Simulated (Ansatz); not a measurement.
```yaml
crystal:
  periodic: [false, false, false]
  atoms:
    - {symbol: C, position_ang: [-0.389856, -0.434377, 1.496853]}
    - {symbol: C, position_ang: [0.353346, -0.577423, 0.384911]}
    - {symbol: O, position_ang: [0.017661, 0.143137, -0.489801]}
    - {symbol: Ti, position_ang: [0.093821, 0.747250, -1.980475]}
    - {symbol: F, position_ang: [1.632048, 1.923300, -2.303417]}
    - {symbol: F, position_ang: [-1.044510, 2.031128, -1.628955]}
    - {symbol: F, position_ang: [-0.609450, -0.220977, -3.259592]}
    - {symbol: H, position_ang: [-1.400094, -0.455670, 1.303782]}
    - {symbol: H, position_ang: [0.116657, -1.200021, 2.639353]}
    - {symbol: H, position_ang: [-0.192967, 0.617107, 1.801518]}
    - {symbol: H, position_ang: [0.421648, -2.130385, 0.544170]}
    - {symbol: H, position_ang: [1.499094, -1.002078, 0.770962]}
basis:
  gaussian: {orbitals: "6-31G*", fitting: {mean_field: def2-universal-jkfit}}
hamiltonian: {xc: {name: PBE-QIDH}}
scf: {lower_state_search: full}
charge: 1
output: {forces: true}
```

```sh
$ ansatz run in.yaml --threads 2 --pin off --events-out ev --progress --plain --max-ram 22528MiB --backend cpu
```

Output, abridged:

```
Error: YAML parse error: error: line 20 column 1: unknown field `charge`, expected one of crystal, accuracy, basis, kpoints, hamiltonian, magnetization, projection, total_charge, correlation, batch, efield, external_charges, scf, relax, neb, saddle, md, ramp, phonons, dielectric, real_time, elastic, magnetic_configurations, gw, evaluate, workflow, output, checkpoint, execution
18 | hamiltonian: {xc: {name: PBE-QIDH}}
19 | scf: {lower_state_search: full}
20 | charge: 1
21 | output: {forces: true}
```

(1) Something in this input is off. What?

## Answers

(1) The input holds a key that doesn't belong there. The program refused the input.
